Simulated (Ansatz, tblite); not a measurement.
Cost and result up the ladder for the cluster BaO₂⁻ (3 atoms). The state is a doublet with charge -1. Geometry: r2SCAN-D4/def2-TZVPD.

```xyz
3

Ba    0.228    0.018   -0.090
O     0.164   -2.125    0.326
O    -0.392    2.107   -0.236
```

Ansatz on 4 threads of Arm Neoverse V2 on a shared host; xTB runs through tblite on one thread. Times are rough, summed over both states, and most runs start from the orbitals of an earlier one. PBE0-D4/def2-TZVPD serves as the yardstick here, not as an exact answer. The other state is a triplet.

In the def2 sets Ba takes a core potential; there is no spin–orbit coupling. The xTB rows come from tblite. The structure comes from a short search, and lower isomers may exist.

Raw xTB energies of ions are shifted by several eV, and xTB has no spin-polarisation term.

```tsv
level	functions	vertical IE (eV)	difference from PBE0-D4/def2-TZVPD (eV)	remarks
PBE-D4/def2-TZVPD (with forces)	120	2.24	0.51	HOMO above zero (-1 doublet)
GFN1-xTB	17	9.20	7.47	–
r2SCAN-D4/def2-TZVPD	120	1.93	0.19	HOMO above zero (-1 doublet)
GFN2-xTB	17	8.72	6.99	–
PBE0-D4/def2-TZVPD	120	1.74	0.00	–
```

Question: Estimate how long each takes.

Answer: GFN1-xTB 0.005 s; GFN2-xTB 0.008 s; PBE-D4/def2-TZVPD (with forces) 4.2 s; PBE0-D4/def2-TZVPD 5.7 s; r2SCAN-D4/def2-TZVPD 7.8 s. On shared hardware such times vary by a factor of up to 3.
